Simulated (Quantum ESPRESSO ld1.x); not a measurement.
Results of a calculation; reference values are marked as such.
The hafnium ion Hf2+, configuration [Kr] 4d10 4f14 5s2 5p4 5d2 6p2 (not the ground configuration). Code: ld1.x of Quantum ESPRESSO 7.5. Model: Dirac Kohn-Sham, relativistic LDA (MacDonald-Vosko exchange, VWN5 correlation), spin-unpolarised, spherical densities, point nucleus; open shells are shared between the two j in proportion to 2j + 1.

Radial electron density D(r) = 4 pi r^2 rho(r):

```
   r/bohr * D(r) (the largest magnitude, 130, reaches the edge; | marks zero)
  0.00276 |            *
 0.003213 |              *
  0.00374 |                 *
 0.004354 |                     *
 0.005069 |                         *
 0.005948 |                             *
 0.006925 |                                *
 0.008061 |                                    *
 0.009385 |                                       *
  0.01093 |                                         *
  0.01272 |                                          *
  0.01481 |                                         *
  0.01724 |                                        *
  0.02007 |                                      *
  0.02355 |                                     *
  0.02741 |                                     *
  0.03192 |                                       *
  0.03715 |                                           *
  0.04325 |                                                *
  0.05035 |                                                    *
  0.05862 |                                                      *
  0.06824 |                                                    *
  0.07945 |                                                *
  0.09323 |                                           *
   0.1085 |                                         *
   0.1264 |                                            *
   0.1471 |                                                *
   0.1712 |                                                 *
   0.1994 |                                            *
   0.2321 |                                  *
   0.2702 |                          *
   0.3145 |                        *
   0.3691 |                           *
   0.4297 |                             *
   0.5002 |                           *
   0.5824 |                     *
    0.678 |               *
   0.7893 |          *
   0.9188 |       *
     1.07 |     *
    1.245 |   *
    1.461 |  *
    1.701 | *
     1.98 |*
    2.306 |*
    2.684 |*
    3.125 *
    3.638 *
    4.235 *
     4.93 *
    5.785 *
    6.735 *
    7.841 *
    9.128 *
```

D(r) has 4 maxima, at r = 0.0131, 0.0586, 0.163, 0.437 bohr, and minima at 0.0253, 0.106, 0.310 bohr, inside which lie 2.01, 11.13, 29.87 electrons.
